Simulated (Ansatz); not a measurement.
Isolated molecules relaxed with PBE0-D4/def2-TZVP in Ansatz; ΔE leaves out vibrations. CBS: MP2 limit from def2 TZ/QZ plus the TZ coupled-cluster correction, frozen cores. Functionals use def2-TZVPP. B3LYP here is the variant with VWN-RPA as its local correlation; programs differ in this. For Se outer-core shells are correlated without core-valence functions, which leaves a few kJ/mol of doubt a bond. Scalar relativity is left out up to krypton. One conformer a species, not always the lowest.

`[SiH3]SS[SiH3]` + `[SiH3][SeH]` → `[SiH3][SiH2][SeH]` + `[SiH3]SS`  (formal exchange of groups at the Si–S bond)

**Question.** Is it downhill or uphill in electronic energy at CCSD(T)/CBS, and by how much? (An estimate is asked.)

**Answer.** The calculation gave: Uphill: ΔE = +13.4 kcal/mol.

**Question.** What do these levels give: PBE-D4, PBE0-D4, B3LYP-D4, ωB97X-V, ωB97M-V, r2SCAN, B3LYP, HF/def2-TZVPP, MP2/def2-TZVPP, SCS-MP2/def2-TZVPP, CCSD(T)/def2-TZVPP, MP2/CBS(def2)? (Best estimate.)

**Answer.** Computed: PBE-D4 10.6, PBE0-D4 11.4, B3LYP-D4 12.8, ωB97X-V 12.5, ωB97M-V 13.8, r2SCAN 12.1, B3LYP 11.8, HF/def2-TZVPP 14.0, MP2/def2-TZVPP 15.2, SCS-MP2/def2-TZVPP 14.8, CCSD(T)/def2-TZVPP 12.8, MP2/CBS(def2) 15.8 kcal/mol.

Largest T1 diagnostic among the species: 0.012.

The D4 term adds +1.0 kcal/mol with B3LYP and +0.5 kcal/mol with PBE0; it sums over pairs of atoms, weighted by their polarisabilities, and B3LYP, whose exchange is more repulsive, gets the larger term. From PBE to PBE0 (25 % exact exchange), in def2-TZVPP and without D4, ΔE moves by +0.8 kcal/mol.
